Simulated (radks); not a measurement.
Q: The mean radii <r> (bohr) of the occupied orbitals of an atom or ion are listed with their occupations. Method: Dirac Kohn-Sham, LB94 model potential, spin-unpolarised, spherical densities, finite nucleus; Fermi nuclear charge, rms radius of each element as measured or else 0.836 A^(1/3) + 0.57 fm; computed with a radial shooting solver on a logarithmic mesh with Libxc functionals.

orbital  occ.     <r>
1s1/2       2  0.4160
2s1/2       2   2.594

Name the element and its charge. Open shells, if any, fill j = l - 1/2 first.

A: Z = 4, beryllium, charge 0: Be in [He] 2s2. The 1s radius gives Z: for a bare nucleus <r> = (2 gamma + 1)/(2Z) with gamma = sqrt(1 - (Z/c)^2), 0.3749 bohr for Z = 4, and screening makes it slightly larger (0.4160 here). The occupations add up to 4, and the charge is Z minus that.
